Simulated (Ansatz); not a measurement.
Isolated molecules relaxed with PBE0-D4/def2-TZVP in Ansatz; ΔE leaves out vibrations. CCSD(T)/CBS adds triple-zeta CCSD(T) − MP2 to the extrapolated MP2 energy (def2 sets, frozen cores). This one scheme is used for every species. Functionals use def2-TZVPP. Each species was taken in one conformer, which may not be the lowest.

`BNC=C=C` + `C=N` → `C=C=CN=C` + `BN`  (substitution at a C–N bond)

```json
{"species": "`BNC=C=C`", "PBE energy (Eh)": "-197.29955"}
{"species": "`C=N`", "PBE energy (Eh)": "-94.54683"}
{"species": "`C=C=CN=C`", "PBE energy (Eh)": "-209.90135"}
{"species": "`BN`", "PBE energy (Eh)": "-81.95148"}
```

Work out ΔE.

ΔE = (-209.90135) + (-81.95148) − (-197.29955) − (-94.54683) = -0.00645 Eh = -16.9 kJ/mol. CCSD(T)/CBS gives -12.6 kJ/mol.

What do rigid-rotor, harmonic-oscillator terms from PBE0-D4/def2-TZVP frequencies (298.15 K, 1 bar) make of the CCSD(T)/CBS value? (Best estimate.)

Computed: ΔZPE = -1.6 kJ/mol, ΔH = -14.5 kJ/mol, ΔS = -6 J/(mol·K), ΔG = -12.8 kJ/mol.

Largest T1 diagnostic among the species: 0.014.

Leaving LDA and LC-ωPBE aside and taking each functional with its dispersion term where it has one, the values, not all of them listed here, spread over 6.5 kJ/mol, from B97M-V to ωB97X-V.
